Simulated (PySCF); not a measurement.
**Does the structure fit the spectrum?**

A compound C7H14O2 gives the data below (simulated from a calculation) and was assigned the structure `COC(C)(OC)C1CC1`.

13C{1H} NMR (computed): δ 79.3 (CH), 69.8 (CH), 58.3 (CH3), 31.1 (CH2, 2C), 26.3 (CH2, 2C).

1H NMR (300 MHz, computed): δ 4.21 (m, 1H), 3.51 (s, 3H), 3.37 (m, 1H), 1.98 (m, 2H), 1.97 (m, 2H), 1.71 (m, 2H), 1.42 (m, 2H), 0.08 (br s, 1H).

Fast rotation and ring inversion assumed for equivalent nuclei, in vacuum, non-relativistic Hamiltonian, one computed conformer. Shieldings: GIAO PBE0/pcSseg-1; structure optimised with GFN2-xTB; PySCF 2.14.

Chemical shifts δ = σref − σ; 1H (31.72 ppm) and 13C (186.93 ppm) against TMS, all at this level.

(1) Compare with the shifts computed for the proposed structure, pairing carbons in order of shift.

(2) Which isomer fits?

## Answers

(1) Atom-mapped SMILES (the numbers label the heavy atoms): `[CH3:1][O:2][C:3]([CH3:4])([O:5][CH3:6])[CH:7]1[CH2:8][CH2:9]1` (H(Xn): hydrogen on atom n).

| atom | computed for proposal | given list | difference |
| --- | --- | --- | --- |
| C3 | 103.4 | 79.3 | +24.1 |
| C1 | 50.5 | 69.8 | -19.3 |
| C6 | 50.5 | 58.3 | -7.8 |
| C4 | 26.6 | 31.1 | -4.5 |
| C7 | 20.6 | 31.1 | -10.5 |
| C8 | 3.4 | 26.3 | -22.9 |
| C9 | 3.4 | 26.3 | -22.9 |

The rms difference is 17.7 ppm and the largest +24.1 ppm at C3 (sp3 carbon bearing two oxygens). The carbon types in order of shift don't match either: C, CH3, CH3, CH3, CH, CH2, CH2 for the proposal against CH, CH, CH3, CH2, CH2, CH2, CH2 in the data. The proposal doesn't fit.

(2) SMILES CO[C@H]1CC[C@H](O)CC1.

- Carbon types of the structure: 2 × CH, 4 × CH2, 1 × CH3, leaving 1 H on heteroatoms.
- δC 79.3, 69.8: sp3 CH bonded to O; deshielded by the electronegative neighbour.
- δC 58.3: methyl carbon bonded to O; the inductive effect lowers its shielding.
- δC 31.1, 26.3: sp3 CH2 in a ring; aliphatic region, no heteroatom directly attached.
- δH 3.51: hydrogen on a methyl carbon bonded to O; its carbon carries O, an electronegative neighbour.

The data come from this structure; uniqueness wasn't tested.

OH/NH shifts are gas-phase values; hydrogen bonding in solution moves them, usually downfield. Shifts are as computed. Against solution values, carbons near 30 ppm lie about +3 ppm off and those near 130 ppm about +5 ppm. Of 1211 compounds with measured shifts, 218 miss one by over three times the rms of a fit or turn the order of signals round; such compounds aren't used in these exercises. Multiplicities follow the n + 1 count of equivalent neighbours, as no J values were calculated; m marks all less simple cases, F and P coupling included.
